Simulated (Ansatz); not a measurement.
```yaml
crystal:
  periodic: [false, false, false]
  atoms:
    - {symbol: O, position_ang: [-0.999962, 2.266260, -0.826128]}
    - {symbol: C, position_ang: [-0.369376, 1.239423, -0.088816]}
    - {symbol: C, position_ang: [-0.194511, -0.096365, -0.473944]}
    - {symbol: Si, position_ang: [0.700281, -1.374966, 0.672237]}
    - {symbol: H, position_ang: [-1.323326, 1.892496, -1.709110]}
    - {symbol: H, position_ang: [0.002501, 1.641733, 0.911295]}
    - {symbol: H, position_ang: [-0.596033, -0.424752, -1.494335]}
    - {symbol: H, position_ang: [-0.234519, -2.572280, 1.042275]}
    - {symbol: H, position_ang: [1.134020, -0.646620, 1.984659]}
    - {symbol: H, position_ang: [1.968182, -1.978585, -0.015086]}
basis:
  gaussian: {orbitals: def2-SVPD}
total_charge: -1
magnetization: {spin_polarized: true, initial_magnetization: 1}
hamiltonian: {xc: {name: HF}}
correlation: {method: mp2, frozen_orbitals: {O: 0}}
accuracy: high
output: {forces: true}
```

```sh
$ ansatz run in.yaml --threads 2 --pin off --events-out ev --progress --plain --max-ram 4352MiB
```

Output, abridged:

```
Functional definition: HF
Error: "frozen_orbitals" has no count for C
```

In this input frozen orbitals are typed for one element alone, and the program wants a count for each. The program refused the input.
